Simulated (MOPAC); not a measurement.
A run for MOPAC: PM6 on C5H6S (SMILES Cc1cccs1).

```
PM6 1SCF PRECISE CHARGE=0 THREADS=1
C5H6S

C      1.99625508 1    -0.17377371 1     0.14307718 1
C      0.50530853 1    -0.16890891 1     0.04364346 1
C     -0.33213706 1     0.90398572 1    -0.07502386 1
C     -1.70815165 1     0.54613734 1    -0.14567139 1
C     -1.90269701 1    -0.80069683 1    -0.07960816 1
S     -0.40705788 1    -1.64094996 1     0.06907126 1
H      2.45617165 1    -0.72744497 1    -0.67857363 1
H      2.37032741 1     0.84957944 1     0.10873795 1
H      2.33948108 1    -0.62592866 1     1.07630453 1
H      0.02798931 1     1.92295585 1    -0.11097932 1
H     -2.51353956 1     1.26000513 1    -0.24134917 1
H     -2.83194989 1    -1.34496047 1    -0.10962888 1
```

It printed:

```
*******************************************************************************
 **                                                                           **
 **                              MOPAC v23.2.5                                **
 **                                                                           **
 *******************************************************************************
 ** MOPAC's Digital Object Identifier: https://doi.org/10.5281/zenodo.6511958 **
 **                                                                           **
 ** Please cite the open-source release paper for use of this MOPAC version:  **
 ** J. E. Moussa and J. J. P. Stewart (2026)                                  **
 ** MOPAC: An open-source semiempirical molecular orbital program             **
 ** J. Open Source Softw., 11(119), 8025, https://doi.org/10.21105/joss.08025 **
 *******************************************************************************

                              PM6 CALCULATION RESULTS

 *******************************************************************************
 *  PM6        - The PM6 Hamiltonian to be used
 *
 *
 *
 *                 CHARGE ON SYSTEM = 0
 *
 *
 *
 *  PRECISE    - TIGHTER CRITERIA TO BE USED
 *  1SCF       - DO 1 SCF AND THEN STOP
 *  THREADS=1  - MULTI-THREADING NOT USED
 *  T=         - A TIME OF 172800.0 SECONDS REQUESTED
 *  DUMP=N     - RESTART FILE WRITTEN EVERY 7200.0 SECONDS REQUESTED
 *******************************************************************************
PM6 1SCF PRECISE CHARGE=0 THREADS=1
 C5H6S

   ATOM   CHEMICAL          X               Y               Z
  NUMBER   SYMBOL      (ANGSTROMS)     (ANGSTROMS)     (ANGSTROMS)

     1       C          1.99625508  *  -0.17377371  *   0.14307718  *
     2       C          0.50530853  *  -0.16890891  *   0.04364346  *
     3       C         -0.33213706  *   0.90398572  *  -0.07502386  *
     4       C         -1.70815165  *   0.54613734  *  -0.14567139  *
     5       C         -1.90269701  *  -0.80069683  *  -0.07960816  *
     6       S         -0.40705788  *  -1.64094996  *   0.06907126  *
     7       H          2.45617165  *  -0.72744497  *  -0.67857363  *
     8       H          2.37032741  *   0.84957944  *   0.10873795  *
     9       H          2.33948108  *  -0.62592866  *   1.07630453  *
    10       H          0.02798931  *   1.92295585  *  -0.11097932  *
    11       H         -2.51353956  *   1.26000513  *  -0.24134917  *
    12       H         -2.83194989  *  -1.34496047  *  -0.10962888  *



          CARTESIAN COORDINATES

    NO.       ATOM           X           Y           Z

     1         C          1.9963     -0.1738      0.1431
     2         C          0.5053     -0.1689      0.0436
     3         C         -0.3321      0.9040     -0.0750
     4         C         -1.7082      0.5461     -0.1457
     5         C         -1.9027     -0.8007     -0.0796
     6         S         -0.4071     -1.6409      0.0691
     7         H          2.4562     -0.7274     -0.6786
     8         H          2.3703      0.8496      0.1087
     9         H          2.3395     -0.6259      1.0763
    10         H          0.0280      1.9230     -0.1110
    11         H         -2.5135      1.2600     -0.2413
    12         H         -2.8319     -1.3450     -0.1096

 General Reference for PM6:
 "Optimization of Parameters for Semiempirical Methods V: Modification of NDDO Approximations
 and Application to 70 Elements", J. J. P. Stewart, J. Mol. Mod., 13, 1173-1213 (2007)
 URL: https://link.springer.com/article/10.1007/s00894-007-0233-4

           Empirical Formula: C5 H6 S  =    12 atoms



      MOLECULAR POINT GROUP   :   Cs


      RHF CALCULATION, NO. OF DOUBLY OCCUPIED LEVELS = 16


 -------------------------------------------------------------------------------
 PM6 1SCF PRECISE CHARGE=0 THREADS=1
 C5H6S



     1SCF WAS SPECIFIED, SO BFGS WAS NOT USED
     SCF FIELD WAS ACHIEVED


                              PM6 CALCULATION
                                                       MOPAC v23.2.5 Linux




          FINAL HEAT OF FORMATION =         20.07465 KCAL/MOL =      83.99235 KJ/MOL


          COSMO AREA              =        131.43 SQUARE ANGSTROMS
          COSMO VOLUME            =        122.53 CUBIC ANGSTROMS

          IONIZATION POTENTIAL    =          9.016874 EV
          HOMO LUMO ENERGIES (EV) =         -9.017  0.038
          NO. OF FILLED LEVELS    =         16
          MOLECULAR WEIGHT        =         98.1624         POINT GROUP:  Cs

          MOLECULAR DIMENSIONS (Angstroms)

            Atom       Atom       Distance
            H    12    H     8     5.65043
            H    11    H     9     3.80876
            H     9    H     7     1.71370


          SCF CALCULATIONS        =          1





   ATOM   CHEMICAL          X               Y               Z
  NUMBER   SYMBOL      (ANGSTROMS)     (ANGSTROMS)     (ANGSTROMS)

     1       C          1.99625508  *  -0.17377371  *   0.14307718  *
     2       C          0.50530853  *  -0.16890891  *   0.04364346  *
     3       C         -0.33213706  *   0.90398572  *  -0.07502386  *
     4       C         -1.70815165  *   0.54613734  *  -0.14567139  *
     5       C         -1.90269701  *  -0.80069683  *  -0.07960816  *
     6       S         -0.40705788  *  -1.64094996  *   0.06907126  *
     7       H          2.45617165  *  -0.72744497  *  -0.67857363  *
     8       H          2.37032741  *   0.84957944  *   0.10873795  *
     9       H          2.33948108  *  -0.62592866  *   1.07630453  *
    10       H          0.02798931  *   1.92295585  *  -0.11097932  *
    11       H         -2.51353956  *   1.26000513  *  -0.24134917  *
    12       H         -2.83194989  *  -1.34496047  *  -0.10962888  *

                             CARTESIAN COORDINATES

   1    C        1.996255080    -0.173773710     0.143077180
   2    C        0.505308530    -0.168908910     0.043643460
   3    C       -0.332137060     0.903985720    -0.075023860
   4    C       -1.708151650     0.546137340    -0.145671390
   5    C       -1.902697010    -0.800696830    -0.079608160
   6    S       -0.407057880    -1.640949960     0.069071260
   7    H        2.456171650    -0.727444970    -0.678573630
   8    H        2.370327410     0.849579440     0.108737950
   9    H        2.339481080    -0.625928660     1.076304530
  10    H        0.027989310     1.922955850    -0.110979320
  11    H       -2.513539560     1.260005130    -0.241349170
  12    H       -2.831949890    -1.344960470    -0.109628880


           Empirical Formula: C5 H6 S  =    12 atoms



      MOLECULAR POINT GROUP   :   Cs


                  EIGENVALUES
 -31.88884 -26.85567 -25.99936 -23.50886 -19.43321 -18.39729 -16.56531 -14.76254
 -14.55202 -13.65035 -13.21151 -12.64339 -12.36299 -10.89986  -9.31704  -9.01687
   0.03754   0.41022   0.95684   1.43139   2.52162   2.76147   2.86998   3.14146
   3.64543   3.95310   4.75930   5.04663   5.46112   5.48515   5.64375   5.98264
   6.12535   6.21563   6.46180


              NET ATOMIC CHARGES AND DIPOLE CONTRIBUTIONS

  ATOM NO.   TYPE          CHARGE      No. of ELECS.   s-Pop       p-Pop       d-Pop
    1          C          -0.460477        4.4605     1.07530     3.38518
    2          C          -0.004576        4.0046     1.11200     2.89258
    3          C          -0.243577        4.2436     1.10321     3.14037
    4          C          -0.108837        4.1088     1.09914     3.00970
    5          C          -0.289083        4.2891     1.12646     3.16262
    6          S           0.101340        5.8987     1.90796     3.84934     0.14135
    7          H           0.169479        0.8305     0.83052
    8          H           0.166620        0.8334     0.83338
    9          H           0.169474        0.8305     0.83053
   10          H           0.165772        0.8342     0.83423
   11          H           0.154950        0.8450     0.84505
   12          H           0.178916        0.8211     0.82108
 DIPOLE           X         Y         Z       TOTAL
 POINT-CHG.     0.818     0.249     0.039     0.856
 HYBRID        -0.066     0.118    -0.011     0.136
 SUM            0.751     0.367     0.028     0.837


          ATOMIC ORBITAL ELECTRON POPULATIONS

     Atom    s        px        py        pz      x^2-y^2     xz        z^2       yz        xy
    1  C   1.07530   1.01623   1.18677   1.18217
    2  C   1.11200   0.94382   0.93031   1.01844
    3  C   1.10321   0.98390   1.06582   1.09065
    4  C   1.09914   1.01063   0.99859   1.00049
    5  C   1.12646   1.02662   1.01132   1.12468
    6  S   1.90796   0.94200   1.16508   1.74227   0.02515   0.02948   0.02252   0.00541   0.05880
    7  H   0.83052
    8  H   0.83338
    9  H   0.83053
   10  H   0.83423
   11  H   0.84505
   12  H   0.82108

 **********************
 *                    *
 * JOB ENDED NORMALLY *
 *                    *
 **********************




 == MOPAC DONE ==
```

The run finished.

Cost: around 0.020 core-seconds (rough).
